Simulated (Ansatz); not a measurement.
`O[SiH2][GeH2][SH]` → Ge• + 6 H• + O• + S• + Si•  (atomization)

Isolated molecules relaxed with PBE0-D4/def2-TZVP in Ansatz; ΔE leaves out vibrations. CBS: MP2 limit from def2 TZ/QZ plus the TZ coupled-cluster correction, frozen cores. This one scheme is used for every species, atoms too. Functionals use def2-TZVPP. Open shells (•) are unrestricted, without spin–orbit coupling. Spin–orbit coupling would lower the free atoms: a little for O, S, Si; clearly for Ge. For Ge outer-core shells are correlated without core-valence functions, so the limit isn't a true one: a few kJ/mol of doubt a bond, and 10 to 20 or more in all where bonds break to atoms. Scalar relativity is left out up to krypton. Each species was taken in one conformer, which may not be the lowest.

CCSD(T)/CBS gives +731.1 kcal/mol.

Another level gave +726.4 kcal/mol. Which?
A. PBE0-D4/def2-TZVPP
B. ωB97M-V/def2-TZVPP
C. ωB97X-V/def2-TZVPP
D. r2SCAN-D4/def2-TZVPP

B. ωB97M-V 726.4, ωB97X-V 732.7, PBE0-D4 717.0, r2SCAN-D4 728.0 kcal/mol.

Largest T1 diagnostic among the species: 0.012.

In def2-TZVPP, CCSD(T) changes the Hartree–Fock value by +189.9 kcal/mol (the triples alone add +9.8 kcal/mol) and MP2 by +192.3 kcal/mol; breaking electron pairs costs correlation energy, which Hartree–Fock lacks. The D4 term adds +8.9 kcal/mol with B3LYP and +4.7 kcal/mol with PBE0; it sums over pairs of atoms, weighted by their polarisabilities, and B3LYP, whose exchange is more repulsive, gets the larger term. From PBE to PBE0 (25 % exact exchange), in def2-TZVPP and without D4, ΔE moves by −7.4 kcal/mol: exact exchange takes away binding that semilocal exchange gives to molecules.

B3LYP here is the variant with VWN-RPA as its local correlation; programs differ in this.

For atomizations the MP2-based limit and the directly extrapolated one differ by several kJ/mol either way, and by 10 to 25 for some Ge, Se and Sn compounds, so smaller differences from it don't rank the levels.
